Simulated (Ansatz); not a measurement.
Single points on Re4.

```yaml
crystal:
  periodic: [false, false, false]
  atoms:
    - {symbol: Re, position_ang: [1.589162, -0.192503, -0.040300]}
    - {symbol: Re, position_ang: [-0.186573, -1.579348, 0.187055]}
    - {symbol: Re, position_ang: [0.186574, 1.579356, -0.187030]}
    - {symbol: Re, position_ang: [-1.589163, 0.192505, 0.040275]}
basis:
  gaussian: {orbitals: def2-TZVPD, initial_orbitals: start.molden}
hamiltonian: {xc: pbe, dispersion: d4}
scf: {omitted_lower_state_checks: [starts]}
output: {orbitals: {seedname: orbitals}}
```

The file start.molden holds the orbitals of an earlier run on this structure, at another level or in another basis.

```sh
$ ansatz run in.yaml --threads 2 --pin off --events-out ev --progress --plain --max-ram 4352MiB
```

Output, abridged:

```
Functional definition: PBE
1468 factors; their error is unknown
mean field evaluation 1: about -8525.1800 eV, gradient 8.1e0 eV
mean field evaluation 2: about -8525.3114 eV, gradient 2.0e-1 eV
mean field evaluation 4: about -8525.3036 eV, gradient 1.8e-3 eV
mean field evaluation 8: about -8525.3036 eV, gradient 1.2e-5 eV
mean field -8525.30358236 eV, -313.2991279936 hartree, gradient 1.2e-5 eV, S^2 0.000000; 0 other end points of the search recorded, 0 dependent functions left out
reference -8525.30362094 eV, -313.2991294112 hartree; 30, 30 occupied and 142, 142 virtual orbitals, 1468 factors
Total energy: -8525.61984642 eV, -313.3107504831 hartree
Checks for a lower state left out: starts
```

Hardware: 2 threads of Intel Xeon Platinum 8375C on a shared host. Wall time 5.5 s.

The first input with `gaussian: {orbitals: def2-TZVP, initial_orbitals: start.molden}`, `hamiltonian: {xc: {text: "exchange = 0.85*pbe_x + 0.15*exact_x\ncorrelation = pbe_c"}}` (abridged; 6 s):

```
Functional definition: unnamed
mean field -8519.75124290 eV, -313.0950832819 hartree, gradient 8.2e-5 eV, S^2 0.000000
Total energy: -8519.75127186 eV, -313.0950843462 hartree
Checks for a lower state left out: starts
```

Geometry: PBE-D4/def2-SVP.

In the def2 sets Re takes a core potential; there is no spin–orbit coupling. The restricted singlet is unstable towards broken spin symmetry in Hartree–Fock (as tested in another run); at PBE-D4/def2-TZVPD, PBE with 15 % exact exchange/def2-TZVP this wasn't settled. The order of the spin states hangs on the level: the triplet lies 0.19 eV below the singlet at PBE0-D4/def2-TZVP, but 0.13 eV above it at PBE with 15 % exact exchange/def2-TZVP. The structure comes from a short search, and lower isomers may exist.
